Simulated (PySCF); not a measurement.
A calculated (BP86, PySCF 2.14, cc-pVTZ-DK, scalar relativity by spin-free X2C-1e) atom or ion has these occupied shells.

```json
{"shell": "1s α", "electrons": "1", "orbital energy (eV)": "-1797.0", "rms radius, mean of both spins (bohr)": "0.129"}
{"shell": "1s β", "electrons": "1", "orbital energy (eV)": "-1796.9", "rms radius, mean of both spins (bohr)": "0.129"}
{"shell": "2s α", "electrons": "1", "orbital energy (eV)": "-149.20", "rms radius, mean of both spins (bohr)": "0.620"}
{"shell": "2s β", "electrons": "1", "orbital energy (eV)": "-149.10", "rms radius, mean of both spins (bohr)": "0.620"}
{"shell": "2p α", "electrons": "3", "orbital energy (eV)": "-105.33", "rms radius, mean of both spins (bohr)": "0.603"}
{"shell": "2p β", "electrons": "3", "orbital energy (eV)": "-105.20", "rms radius, mean of both spins (bohr)": "0.603"}
{"shell": "3s α", "electrons": "1", "orbital energy (eV)": "-19.411", "rms radius, mean of both spins (bohr)": "2.21"}
{"shell": "3s β", "electrons": "1", "orbital energy (eV)": "-18.588", "rms radius, mean of both spins (bohr)": "2.21"}
{"shell": "3p α", "electrons": "1", "orbital energy (eV)": "-12.234", "rms radius, mean of both spins (bohr)": "2.66"}
```

Problem. Name the element and its charge.

Solution. Si+ (silicon, charge +1), in [Ne] 3s2 3p1, 2P determinant.
